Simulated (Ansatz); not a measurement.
`C[SiH2]F` + `OCF` → `FCO[SiH2]F` + CH₄ at 500 K and 1 bar (ligand exchange at the Si–C bond).

Computed with Ansatz on PBE0-D4/def2-TZVP structures; ΔE is electronic, products minus reactants. CCSD(T)/CBS is the MP2 limit (def2-TZVPP, def2-QZVPP) plus CCSD(T) − MP2 in def2-TZVPP, frozen cores. This one scheme is used for every species. One conformer a species, not always the lowest.

```csv
species,CCSD(T)/CBS energy (Eh),H − E (kJ/mol),S (J/(mol·K))
`C[SiH2]F`,-430.00374,180.6,331.4
`OCF`,-214.81254,142.5,286.9
`FCO[SiH2]F`,-604.39331,187.8,393.1
CH₄,-40.46206,135.6,206.8
```

H − E and S are ideal-gas, rigid-rotor, harmonic terms from PBE0-D4/def2-TZVP, for one conformer and one mirror image of each species. 1 Eh = 2625.50 kJ/mol, R = 8.31446 J/(mol·K).

Q: By hand: ΔE, ΔH, ΔS and ΔG.

A: ΔE = (-604.39331) + (-40.46206) − (-430.00374) − (-214.81254) = -0.03909 Eh = -102.6 kJ/mol. Δ(H − E) = 187.8 + 135.6 − 180.6 − 142.5 = 0.3, so ΔH = -102.3 kJ/mol. ΔS = 393.1 + 206.8 − 331.4 − 286.9 = -18.4 J/(mol·K). ΔG = -102.3 − 500 × (-18.4)/1000 = -93.1 kJ/mol.

Q: By hand: the equilibrium constant, and the temperature at which ΔG would vanish if ΔH and ΔS stayed fixed.

A: log₁₀ K = −ΔG/(RT ln 10) = 9.7. ΔG = 0 at ΔH/ΔS = 5560 K, far beyond where these terms or the molecules hold.

ΔH outweighs TΔS. A doubt of 5 kJ/mol in ΔE shifts log₁₀ K by 0.5 here. Other conformers and mirror images would add mixing entropy, several J/(mol·K) or more a flexible species. Modes under 60 cm⁻¹, often nearly free rotors, make the harmonic entropy too high. These are equilibria of isolated gas molecules and say nothing of rates. Largest T1 diagnostic: 0.012 (customary marks: 0.02 for closed shells, 0.045 for open ones).
